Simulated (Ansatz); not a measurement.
Kohn–Sham single points on `SC1CO[SiH2]1`.

```yaml
crystal:
  periodic: [false, false, false]
  atoms:
    - {symbol: S, position_ang: [-1.573488, 1.521130, 0.408822]}
    - {symbol: C, position_ang: [-0.020327, 0.624645, 0.488342]}
    - {symbol: C, position_ang: [-0.047098, -0.871891, 0.895966]}
    - {symbol: O, position_ang: [0.679222, -1.482063, -0.196869]}
    - {symbol: Si, position_ang: [0.811287, -0.060230, -1.052842]}
    - {symbol: H, position_ang: [-2.019101, 1.018107, -0.754823]}
    - {symbol: H, position_ang: [0.637729, 1.214121, 1.127444]}
    - {symbol: H, position_ang: [-1.065521, -1.265048, 0.941457]}
    - {symbol: H, position_ang: [0.466261, -1.079577, 1.838647]}
    - {symbol: H, position_ang: [2.207505, 0.327627, -1.383051]}
    - {symbol: H, position_ang: [-0.011271, -0.003919, -2.292492]}
basis:
  gaussian: {orbitals: def2-TZVPP}
hamiltonian: {xc: r2scan, dispersion: d4}
output: {forces: true, orbitals: {seedname: orbitals}}
```

```sh
$ ansatz run in.yaml --threads 4 --pin off --events-out ev --progress --plain --max-ram 10444MiB
```

Output, abridged:

```
Functional definition: r2SCAN
1437 factors; their error is unknown
mean field evaluation 1: about -22921.1137 eV, gradient 6.6e1 eV
mean field evaluation 2: about -22893.0261 eV, gradient 1.3e2 eV
mean field evaluation 4: about -22930.1816 eV, gradient 1.3e1 eV
mean field evaluation 8: about -22930.5096 eV, gradient 2.3e-1 eV
mean field evaluation 16: about -22930.4704 eV, gradient 8.6e-4 eV
mean field -22930.47037228 eV, -842.6792433502 hartree, gradient 2.8e-5 eV, S^2 0.000000; 0 other end points of the search recorded, 0 dependent functions left out
reference -22930.47038467 eV, -842.6792438054 hartree; 28, 28 occupied and 233, 233 virtual orbitals, 1437 factors
Total energy: -22930.53743429 eV, -842.6817078337 hartree
Atom 0 at    -1.573488     1.521130     0.408822 Å, force    -0.161848     0.127262     0.019352 eV/Å
Atom 1 at    -0.020327     0.624645     0.488342 Å, force     0.136841     0.113863    -0.014147 eV/Å
Atom 2 at    -0.047098    -0.871891     0.895966 Å, force    -0.180051    -0.002625     0.302145 eV/Å
Atom 3 at     0.679222    -1.482063    -0.196869 Å, force     0.189452    -0.245577    -0.223170 eV/Å
Atom 4 at     0.811287    -0.060230    -1.052842 Å, force     0.033905     0.042319    -0.084422 eV/Å
Atom 5 at    -2.019101     1.018107    -0.754823 Å, force    -0.009726    -0.012404    -0.014663 eV/Å
Atom 6 at     0.637729     1.214121     1.127444 Å, force    -0.013422    -0.001986     0.009628 eV/Å
Atom 7 at    -1.065521    -1.265048     0.941457 Å, force    -0.002418    -0.007060    -0.005826 eV/Å
Atom 8 at     0.466261    -1.079577     1.838647 Å, force     0.009268    -0.010910     0.004875 eV/Å
Atom 9 at     2.207505     0.327627    -1.383051 Å, force    -0.014743    -0.007174    -0.006848 eV/Å
Atom 10 at    -0.011271    -0.003919    -2.292492 Å, force     0.012743     0.004291     0.013076 eV/Å
Dipole moment:     0.104795     0.073848    -0.017071 e Å
```

Run time 3.1 s (4 threads of an INTEL XEON PLATINUM 8581C on a shared host); peak host memory 0.42 GiB.

The same input with `hamiltonian: {xc: {name: wB97M-V}}` (abridged; 7.5 s):

```
Functional definition: wB97M-V
mean field evaluation 16: about -22931.4340 eV, gradient 1.4e-4 eV
mean field -22931.43403111 eV, -842.7146571591 hartree, gradient 7.6e-5 eV, S^2 0.000000
Total energy: -22931.43408115 eV, -842.7146589979 hartree
Atom 0 force    -0.142392     0.000793    -0.089632 eV/Å
Atom 1 force     0.181538     0.077062    -0.007834 eV/Å
Atom 2 force    -0.165267    -0.037900     0.315387 eV/Å
Atom 3 force     0.091993    -0.112546    -0.129923 eV/Å
Atom 4 force     0.077681     0.094040    -0.207746 eV/Å
Atom 5 force     0.037333     0.034593     0.079745 eV/Å
Atom 6 force    -0.040897    -0.064590    -0.048151 eV/Å
Atom 7 force     0.089650     0.032638    -0.005785 eV/Å
Atom 8 force    -0.048898     0.012695    -0.091206 eV/Å
Atom 9 force    -0.172532    -0.039939     0.041235 eV/Å
Atom 10 force     0.091791     0.003153     0.143909 eV/Å
Dipole moment:     0.093000     0.101094    -0.014168 e Å
```
